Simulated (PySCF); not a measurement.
PySCF input for B(OH)(SeH)2 (BH₃OSe₂), SMILES OB([SeH])[SeH], TDA-CAM-B3LYP/def2-SVPD. The structure is a stationary point at PBE0-D3(BJ)/def2-SVP. The structure was generated by enumeration, and PubChem lists no compound with its InChIKey, so it may never have been made. Other conformers were not sampled.

```python
import numpy as np
from pyscf import gto, scf, dft, tdscf

mol = gto.M(
    atom='''
    B     0.67845855    0.00172344    0.00000000
    O     2.02642196    0.08516487    0.00000000
    H     2.48788744   -0.75856625    0.00000000
    Se   -0.35533704   -1.66529309    0.00000000
    H     0.80866881   -2.56894034    0.00000000
    Se   -0.27069790    1.71004878    0.00000000
    H    -1.61503684    1.11587717    0.00000000
    ''',
    basis='def2-SVPD',
    charge=0,
    spin=0,
    symmetry=True,
    max_memory=1600,
    verbose=4,
)
mf = dft.RKS(mol, xc='cam-b3lyp').density_fit(auxbasis='def2-universal-jkfit')
mf.grids.level = 3
mf.conv_tol = 1e-9
mf.max_cycle = 100
mf.kernel()
mf.grids = dft.Grids(mol).set(level=1).build(with_non0tab=True)  # coarser grid for the response kernel
td = tdscf.TDA(mf)
td.singlet = True
td.nstates = 10
td.conv_tol = 1e-4
td.positive_eig_threshold = 1e-6
td.kernel(x0=td.get_init_guess(mf, 15))
td.analyze()
tt = tdscf.TDA(mf)
tt.singlet = False
tt.nstates = 4
tt.conv_tol = 1e-4
tt.positive_eig_threshold = 1e-6
tt.kernel(x0=tt.get_init_guess(mf, 9))
tt.analyze(verbose=3)
```

It prints:

```
PySCF version 2.14.0

[INPUT] verbose = 4
[INPUT] num. atoms = 7
[INPUT] num. electrons = 84
[INPUT] charge = 0
[INPUT] spin (= nelec alpha-beta = 2S) = 0
[INPUT] symmetry True subgroup None
[INPUT] Mole.unit = angstrom
[INPUT] Symbol           X                Y                Z      unit          X                Y                Z       unit  Magmom
[INPUT]  1 B      0.678458550000   0.001723440000   0.000000000000 AA    1.282100846370   0.003256829592   0.000000000000 Bohr   0.0
[INPUT]  2 O      2.026421960000   0.085164870000   0.000000000000 AA    3.829382517204   0.160938279734   0.000000000000 Bohr   0.0
[INPUT]  3 H      2.487887440000  -0.758566250000   0.000000000000 AA    4.701425890345  -1.433482459838   0.000000000000 Bohr   0.0
[INPUT]  4 Se    -0.355337040000  -1.665293090000   0.000000000000 AA   -0.671489687514  -3.146947857231   0.000000000000 Bohr   0.0
[INPUT]  5 H      0.808668810000  -2.568940340000   0.000000000000 AA    1.528162576378  -4.854593672947   0.000000000000 Bohr   0.0
[INPUT]  6 Se    -0.270697900000   1.710048780000   0.000000000000 AA   -0.511544893495   3.231523853847   0.000000000000 Bohr   0.0
[INPUT]  7 H     -1.615036840000   1.115877170000   0.000000000000 AA   -3.051977308683   2.108702239955   0.000000000000 Bohr   0.0

nuclear repulsion = 444.741128208607
point group symmetry = Cs
symmetry origin: [-2.69960883e-09  4.49934777e-09  0.00000000e+00]
symmetry axis x: [1.00000000e+00 4.72062577e-10 0.00000000e+00]
symmetry axis y: [-4.72062577e-10  1.00000000e+00  0.00000000e+00]
symmetry axis z: [0. 0. 1.]
num. orbitals of irrep A' = 104
num. orbitals of irrep A" = 45
number of shells = 59
number of NR pGTOs = 259
number of NR cGTOs = 149
basis = def2-SVPD
ecp = {}


[settings echo left out]
init E= -4903.22759306877
HOMO (A") = -0.291103422882337  LUMO (A') = -0.0302380046386772  gap/eV = 7.09851
cycle= 1 E= -4904.5506995502  delta_E= -1.32  |g|= 0.639  |ddm|= 3.35
HOMO (A") = -0.289705801011908  LUMO (A') = -0.00893854769477098  gap/eV = 7.64007
cycle= 2 E= -4904.51594533084  delta_E= 0.0348  |g|= 0.811  |ddm|= 1.34
HOMO (A") = -0.296672139324468  LUMO (A') = -0.00231301785273841  gap/eV = 8.00992
cycle= 3 E= -4904.63611225347  delta_E= -0.12  |g|= 0.077  |ddm|= 0.727
HOMO (A") = -0.303457733167992  LUMO (A') = 0.00200956970373145  gap/eV = 8.31219
cycle= 4 E= -4904.6374202109  delta_E= -0.00131  |g|= 0.0168  |ddm|= 0.118
HOMO (A") = -0.30249289744461  LUMO (A') = 0.00168855713123239  gap/eV = 8.27720
cycle= 5 E= -4904.63750713472  delta_E= -8.69e-05  |g|= 0.00896  |ddm|= 0.0343
HOMO (A") = -0.30243387854105  LUMO (A') = 0.00187539618837684  gap/eV = 8.28068
cycle= 6 E= -4904.6375268036  delta_E= -1.97e-05  |g|= 0.00142  |ddm|= 0.0144
HOMO (A") = -0.302451559683951  LUMO (A') = 0.00185998560799083  gap/eV = 8.28074
cycle= 7 E= -4904.637527521  delta_E= -7.17e-07  |g|= 0.000383  |ddm|= 0.00264
HOMO (A") = -0.302443702309831  LUMO (A') = 0.00184911113404551  gap/eV = 8.28023
cycle= 8 E= -4904.63752757462  delta_E= -5.36e-08  |g|= 9.03e-05  |ddm|= 0.00071
HOMO (A") = -0.302455703702202  LUMO (A') = 0.00184725725795021  gap/eV = 8.28051
cycle= 9 E= -4904.63752757758  delta_E= -2.95e-09  |g|= 2.92e-05  |ddm|= 0.000179
HOMO (A") = -0.302452484958114  LUMO (A') = 0.00184877712428211  gap/eV = 8.28046
cycle= 10 E= -4904.63752757784  delta_E= -2.67e-10  |g|= 7.11e-06  |ddm|= 6.5e-05
HOMO (A") = -0.302452781940088  LUMO (A') = 0.00184823756789676  gap/eV = 8.28045
Extra cycle  E= -4904.63752757785  delta_E= -5.46e-12  |g|= 6.14e-06  |ddm|= 1.78e-05
converged SCF energy = -4904.63752757785
tot grids = 32440
Overwritten attributes  positive_eig_threshold  of <class 'pyscf.tdscf.rks.TDA'>


******** <class 'pyscf.tdscf.rks.TDA'> for <class 'pyscf.df.df_jk.DFSymAdaptedRKS'> ********
nstates = 10 singlet
deg_eia_thresh = 1.000e-03
wfnsym = None
conv_tol = 0.0001
eigh lindep = 1e-12
eigh level_shift = 0
eigh max_cycle = 100


Excitation energies (eV)
[5.14002754 5.63714644 5.94158169 6.11385242 6.58639209 6.7453834
 6.8223703  6.82509619 6.97822995 7.06179803]

** Singlet excitation energies and oscillator strengths **
Excited State   1:   A"      5.14003 eV    241.21 nm  f=0.0000
      41 -> 43       -0.15080
      41 -> 47        0.10273
      42 -> 43        0.58161
      42 -> 44       -0.26541
      42 -> 47       -0.16187
Excited State   2:   A"      5.63715 eV    219.94 nm  f=0.0103
      41 -> 43        0.39962
      41 -> 44       -0.16950
      41 -> 47       -0.12047
      42 -> 44       -0.39618
      42 -> 47        0.10713
      42 -> 48       -0.26124
      42 -> 53       -0.14996
Excited State   3:   A'      5.94158 eV    208.67 nm  f=0.2392
      40 -> 44        0.10634
      42 -> 45       -0.68021
Excited State   4:   A"      6.11385 eV    202.79 nm  f=0.0009
      41 -> 43       -0.21218
      41 -> 44        0.17402
      41 -> 48       -0.12861
      42 -> 43       -0.32115
      42 -> 44       -0.32911
      42 -> 46       -0.33023
      42 -> 47       -0.21462
      42 -> 56        0.10293
Excited State   5:   A"      6.58639 eV    188.24 nm  f=0.0761
      41 -> 43        0.34179
      41 -> 44        0.26428
      41 -> 46        0.13867
      42 -> 44       -0.16000
      42 -> 46        0.14248
      42 -> 47       -0.15191
      42 -> 48        0.41989
Excited State   6:   A"      6.74538 eV    183.81 nm  f=0.0041
      40 -> 45        0.21146
      41 -> 43        0.16962
      41 -> 44       -0.31426
      41 -> 46       -0.11463
      41 -> 48       -0.11008
      42 -> 44        0.19536
      42 -> 47       -0.44729
      42 -> 49       -0.17279
Excited State   7:   A"      6.82237 eV    181.73 nm  f=0.0001
      40 -> 45       -0.18035
      41 -> 43        0.29656
      42 -> 43        0.16731
      42 -> 44        0.14465
      42 -> 46       -0.53073
      42 -> 47        0.11968
Excited State   8:   A'      6.82510 eV    181.66 nm  f=0.0640
      40 -> 43        0.22090
      40 -> 48        0.11432
      41 -> 45       -0.61871
Excited State   9:   A"      6.97823 eV    177.67 nm  f=0.0005
      40 -> 45       -0.61071
      40 -> 50        0.10225
      42 -> 46        0.14402
      42 -> 47       -0.25435
Excited State  10:   A'      7.06180 eV    175.57 nm  f=0.0021
      40 -> 43        0.62612
      40 -> 44       -0.13365
      41 -> 45        0.22682

** Transition electric dipole moments (AU) **
state          X           Y           Z        Dip. S.      Osc.
  1         0.0000     -0.0000     -0.0107      0.0001      0.0000
  2         0.0000     -0.0000      0.2732      0.0746      0.0103
  3         0.0888     -1.2789     -0.0000      1.6436      0.2392
  4        -0.0000      0.0000     -0.0775      0.0060      0.0009
  5        -0.0000      0.0000      0.6865      0.4713      0.0761
  6         0.0000     -0.0000     -0.1568      0.0246      0.0041
  7        -0.0000     -0.0000     -0.0196      0.0004      0.0001
  8         0.6082      0.1138      0.0000      0.3829      0.0640
  9        -0.0000     -0.0000     -0.0527      0.0028      0.0005
 10        -0.0083      0.1100     -0.0000      0.0122      0.0021

** Transition velocity dipole moments (imaginary part, AU) **
state          X           Y           Z        Dip. S.      Osc.
  1        -0.0000     -0.0000     -0.0007      0.0000      0.0000
  2         0.0000     -0.0000      0.0860      0.0074      0.0238
  3         0.0184     -0.1453     -0.0000      0.0214      0.0655
  4         0.0000      0.0000     -0.0207      0.0004      0.0013
  5        -0.0000      0.0000      0.1423      0.0203      0.0558
  6         0.0000      0.0000     -0.0679      0.0046      0.0124
  7        -0.0000     -0.0000      0.0028      0.0000      0.0000
  8         0.0576      0.0375      0.0000      0.0047      0.0125
  9        -0.0000     -0.0000     -0.0151      0.0002      0.0006
 10         0.0160      0.0819     -0.0000      0.0070      0.0179

** Transition magnetic dipole moments (imaginary part, AU) **
state          X           Y           Z
  1        -0.7263     -0.3685      0.0000
  2         0.2372     -0.3741     -0.0000
  3        -0.0000      0.0000      0.2748
  4         0.4638     -0.0505      0.0000
  5         0.0653     -0.0954      0.0000
  6        -0.0719     -0.1667     -0.0000
  7         0.5706     -0.0593      0.0000
  8        -0.0000     -0.0000     -0.1806
  9         1.1182     -0.1977      0.0000
 10         0.0000     -0.0000     -0.4339


******** <class 'pyscf.tdscf.rks.TDA'> for <class 'pyscf.df.df_jk.DFSymAdaptedRKS'> ********
nstates = 4 triplet
deg_eia_thresh = 1.000e-03
wfnsym = None
conv_tol = 0.0001
eigh lindep = 1e-12
eigh level_shift = 0
eigh max_cycle = 100


Excitation energies (eV)
[4.77641078 5.15437717 5.18844458 5.81071227]

** Triplet excitation energies and oscillator strengths **
Excited State   1:   A"      4.77641 eV    259.58 nm  f=0.0000
Excited State   2:   A'      5.15438 eV    240.54 nm  f=0.0000
Excited State   3:   A"      5.18844 eV    238.96 nm  f=0.0000
Excited State   4:   A'      5.81071 eV    213.37 nm  f=0.0000
```

The run converged.

Cost: about 5 core-minutes (a rough figure).
